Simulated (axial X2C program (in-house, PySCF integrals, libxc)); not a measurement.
# Low determinants of KSe⁺ at the PBE0 level, two-component

Calculated with an in-house relativistic program for diatomic molecules. Two-component (2c) means X2C with spin–orbit coupling and atomic mean-field two-electron Coulomb and Gaunt terms. Basis: Se dyall-cv3z [8s9p6d4f1g], K dyall-cv3z [11s12p6d3f] (cores contracted in-house); Gaussian nuclei, density fitting, unrestricted open shells. Masses: Se 79.917 u, K 38.964 u.

Search at 3.431 Å (vertical energies from the lowest determinant):

| ΔE (eV) | state | electrons beyond evenly filled partner blocks | electrons in ±ω = 1/2, 3/2, 5/2, 7/2 |
| --- | --- | --- | --- |
| 0.00 | Ω = 1 | ω = -1/2, ω = 3/2 | 37 13 2 0 |
| 0.31 | Ω = 2 | ω = 1/2, ω = 3/2 | 37 13 2 0 |
| 0.90 | Ω = 0 | none | 38 12 2 0 |
| 0.94 | Ω = 1 | 2 × ω = 1/2 | 36 14 2 0 |
| 1.02 | Ω = 0 | none | 36 14 2 0 |
| 6.75 | Ω = 0 | 3 × ω = 1/2, ω = -3/2 | 37 13 2 0 |
| 7.17 | Ω = 1 | 2 × ω = 1/2 | 38 12 2 0 |

Lowest determinant, Ω = 1 (⟨Sz⟩ = 0.98, ⟨Lz⟩ = 0.02 at PBE0): Re = 3.414 Å, ωe = 97.7 cm⁻¹.

The determinant in row 2 of the search, Ω = 2 (⟨Sz⟩ = 0.98, ⟨Lz⟩ = 1.02 at PBE0), was followed along the bond at PBE0; measured from the minimum of the lowest determinant it gives:

Te = 0.305 eV (2458 cm⁻¹), Re = 3.615 Å, ωe = 49.9 cm⁻¹.

**Question.** Compare the bond of the determinant in row 2 with that of the lowest one.

**Answer.** At PBE0 its Re is 0.201 Å longer and its force constant, which goes as ωe², is 0.26 times that of the lowest determinant. T0 ≈ Te + Δωe/2 = 2458 + (-24) = 2434 cm⁻¹.

The search compares states at one distance, so a state with another bond length can lie lower; it is not exhaustive and yields mostly the lowest determinant of each block pattern, so other components and higher states of one pattern are missing. These are energies of single determinants, not of spin-adapted states; PBE0 term energies can be off by some tenths of an eV, and the functional has no current term. Open-shell Ω = 0 determinants with evenly filled partner blocks cannot be reached by this program, so the Ω shown need not be the lowest component. The lowest determinant need not be the ground state where others lie within half an eV.
